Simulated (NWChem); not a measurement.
HSO₃ anion

```xyz
5

O      1.3882     0.2805     0.2440
S      0.0116     0.1836    -0.4021
O     -1.0173     1.0079     0.3355
O     -0.4039    -1.5046     0.0678
H      0.2638    -1.6798     0.7494
```
Atoms are numbered in this order, from 1.

All runs: NWChem. Pople sets run with spherical d functions. Sets without diffuse functions describe the anion's extra electron poorly. Geometry: optimised at B3LYP/def2-SVPD. B3LYP is NWChem's, with the RPA form of VWN correlation. Vzz is the largest principal value of the second derivative of the potential at the nucleus (NWChem prints the opposite sign); η is the asymmetry. Non-relativistic.

For level B3LYP/def2-TZVP:

| Quantity | Value |
|---|---|
| Vzz O1 (a.u.) | 1.259 |
| Vzz S2 (a.u.) | -2.234 |
| η S2 | 0.63 |
| Vzz O3 (a.u.) | 1.165 |

Question: Estimate the same quantities for level B3LYP/6-31G*.

Answer: Vzz O1 (a.u.): 1.316
Vzz S2 (a.u.): -1.946
η S2: 0.52
Vzz O3 (a.u.): 1.238
